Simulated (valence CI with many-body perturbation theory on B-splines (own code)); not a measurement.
# Assign the levels of Xe V

Level of theory: relativistic CI+MBPT: four valence electrons over a frozen Dirac-Fock core [Kr] 4d10, a basis of 11 s, 11 p, 9 d, 7 f, 5 g, 2 h, 1 i functions for each j, with the one-electron correlation potential Σ1 (screened to all orders), the two-electron term Σ2, the three-electron term Σ3, Breit, model QED; selected single and double excitations, second order for the rest, scaled by the run's own slope (own B-spline code, finite nucleus).

Against 45 measured levels this calculation errs by 319 cm⁻¹ on average and by 643 at most. These come from a selection out of Saloman, J. Phys. Chem. Ref. Data 33, 765 (2004). Levels without a partner in it may be off by more. 7 measured levels below the end of the list, from 169673 cm⁻¹ on, found no clear computed partner, and computed levels of the same name lie up to 2907 cm⁻¹ from them.

```json
{"No.": "2", "J": "1", "Parity": "even", "E (cm⁻¹)": "9284", "g": "1.501"}
{"No.": "6", "J": "2", "Parity": "odd", "E (cm⁻¹)": "91847", "g": "1.969"}
{"No.": "7", "J": "1", "Parity": "odd", "E (cm⁻¹)": "115110", "g": "0.629"}
{"No.": "8", "J": "2", "Parity": "odd", "E (cm⁻¹)": "115900", "g": "1.232"}
{"No.": "9", "J": "3", "Parity": "odd", "E (cm⁻¹)": "119730", "g": "1.333"}
{"No.": "11", "J": "1", "Parity": "odd", "E (cm⁻¹)": "134440", "g": "1.404"}
{"No.": "15", "J": "2", "Parity": "odd", "E (cm⁻¹)": "156590", "g": "0.709"}
{"No.": "16", "J": "3", "Parity": "odd", "E (cm⁻¹)": "160720", "g": "1.092"}
{"No.": "17", "J": "4", "Parity": "odd", "E (cm⁻¹)": "169850", "g": "1.250"}
{"No.": "22", "J": "3", "Parity": "odd", "E (cm⁻¹)": "182620", "g": "1.293"}
```

Energies count from the lowest level. Strongly mixed levels and levels close to another of their J and parity, and those with J = 0 are left out, so the numbers can have gaps.

Q: Give configuration and LS term of each level.

A: 2: 5s2.5p2 3P; 6: 5s.5p3 5S°; 7: 5s.5p3 3D°; 8: 5s.5p3 3D°; 9: 5s.5p3 3D°; 11: 5s.5p3 3P°; 15: 5s2.5p.5d 3F°; 16: 5s2.5p.5d 3F°; 17: 5s2.5p.5d 3F°; 22: 5s2.5p.5d 3D°.
